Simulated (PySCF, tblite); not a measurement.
Isomers of C3H8OPSi2 (doublet state), one GFN2-xTB conformer each. Single-point energies are computed at B3LYP/pcH-1 (PySCF, gas phase, no added dispersion term), electronic only. GFN2-xTB treats the open shell by occupation alone, and not every SCF solution was tested for stability.

```tsv
SMILES	GFN2-xTB relative energy (kJ/mol)
[CH2]O[SiH2]C#C[SiH2]P	97.9
CO[SiH2]C#C[SiH2][PH]	0.0
CO[SiH]C#C[SiH2]P	53.6
```

Conformers: `[CH2:1][O:2][SiH2:3][C:4]#[C:5][SiH2:6][PH2:7]` (doublet state) with H–C1–O2–Si3 1° and -174°, C1–O2–Si3–C4 63°, C5–Si6–P7–H 43° and -50°; `[CH3:1][O:2][SiH2:3][C:4]#[C:5][SiH2:6][PH:7]` (doublet state) with C1–O2–Si3–C4 -58°, C5–Si6–P7–H -58°; `[CH3:1][O:2][SiH:3][C:4]#[C:5][SiH2:6][PH2:7]` (doublet state) with C1–O2–Si3–C4 -65°, C5–Si6–P7–H -48° and 45°.

**Question.** What does B3LYP/pcH-1 give for the same structures?

**Answer.** 
```csv
SMILES,B3LYP/pcH-1 E (Eh),B3LYP/pcH-1 (kJ/mol),GFN2-xTB (kJ/mol),point group
CO[SiH2]C#C[SiH2][PH],-1114.69340,0.0,0.0,C1
CO[SiH]C#C[SiH2]P,-1114.67421,50.4,53.6,C1
[CH2]O[SiH2]C#C[SiH2]P,-1114.66362,78.2,97.9,C1
```

Both levels put the same isomer lowest; measured from each level's own lowest isomer, the values differ by up to 19.7 kJ/mol ([CH2]O[SiH2]C#C[SiH2]P: 97.9 against 78.2). 

**Question.** What happens when harmonic zero-point energies from GFN2-xTB frequencies are added?

**Answer.** 
| SMILES | ZPE (kJ/mol) | electronic (kJ/mol) | with ZPE (kJ/mol) |
| --- | --- | --- | --- |
| CO[SiH2]C#C[SiH2][PH] | 239.8 | 0.0 | 0.0 |
| CO[SiH]C#C[SiH2]P | 241.1 | 50.4 | 51.7 |
| [CH2]O[SiH2]C#C[SiH2]P | 226.6 | 78.2 | 65.0 |

The zero-point energies span 14.5 kJ/mol. The order is unchanged.
